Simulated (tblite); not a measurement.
Isomers of C7H7ClN (doublet state). Method: GFN2-xTB as coded in tblite; computed harmonic values from a numerical Hessian at the method's own geometry, unscaled. The method is semi-empirical: single wavenumbers can be off by several per cent or more. One conformer each. Open shells enter through the occupations alone, without spin polarisation, and single modes of such species can be off by tens of per cent.

Electronic energies: GFN2-xTB at the same geometries; isomer energies are rough at this level and their order can be wrong.

```json
{"SMILES": "[H]/[C]=C(\\C#N)C1(Cl)CCC1", "electronic energy, lowest = 0 (kcal/mol)": "32.2"}
{"SMILES": "C[CH]/C=C/C(C#N)=C/Cl", "electronic energy, lowest = 0 (kcal/mol)": "0.0"}
{"SMILES": "N#CC/C=C/[C]=C\\CCl", "electronic energy, lowest = 0 (kcal/mol)": "25.1"}
{"SMILES": "N#CC/[C]=C\\C=C\\CCl", "electronic energy, lowest = 0 (kcal/mol)": "37.6"}
{"SMILES": "N#C[CH]/C=C/C=C/CCl", "electronic energy, lowest = 0 (kcal/mol)": "1.6"}
```

Question: How do GFN2-xTB zero-point energies change the relative energies?

Answer: 
| SMILES | ZPE (kcal/mol) | of it from modes above 1550 cm⁻¹ | electronic (kcal/mol) | with ZPE, lowest = 0 (kcal/mol) | lowest mode (cm⁻¹) | rings |
| --- | --- | --- | --- | --- | --- | --- |
| C[CH]/C=C/C(C#N)=C/Cl | 72.3 | 36.1 | 0.0 | 0.0 | 61 | 0 |
| N#C[CH]/C=C/C=C/CCl | 72.5 | 36.0 | 1.6 | 1.7 | 30 | 0 |
| N#CC/C=C/[C]=C\CCl | 71.9 | 36.2 | 25.1 | 24.6 | 26 | 0 |
| [H]/[C]=C(\C#N)C1(Cl)CCC1 | 73.4 | 36.3 | 32.2 | 33.2 | 30 | 1 |
| N#CC/[C]=C\C=C\CCl | 72.1 | 38.2 | 37.6 | 37.3 | 26 | 0 |

The zero-point energies span 1.5 kcal/mol, from `N#CC/C=C/[C]=C\CCl` to `[H]/[C]=C(\C#N)C1(Cl)CCC1`. The order is unchanged.

Question: What do entropy and thermal enthalpy add at 298.15 K and 1 bar (rigid rotor, harmonic oscillator, one conformer each)?

Answer: 
| SMILES | point group | symmetry number | S (cal/(mol K)) | H − H(0) (kcal/mol) | ZPE + H − H(0) − TS (kcal/mol) |
| --- | --- | --- | --- | --- | --- |
| C[CH]/C=C/C(C#N)=C/Cl | Cs | 1 | 102.1 | 7.08 | 48.9 |
| N#C[CH]/C=C/C=C/CCl | C1 | 1 | 103.0 | 6.91 | 48.7 |
| N#CC/C=C/[C]=C\CCl | C1 | 1 | 107.3 | 7.15 | 47.0 |
| [H]/[C]=C(\C#N)C1(Cl)CCC1 | C1 | 1 | 98.7 | 6.54 | 50.5 |
| N#CC/[C]=C\C=C\CCl | C1 | 1 | 106.5 | 7.12 | 47.4 |

S holds R ln(2S + 1) for the spin.
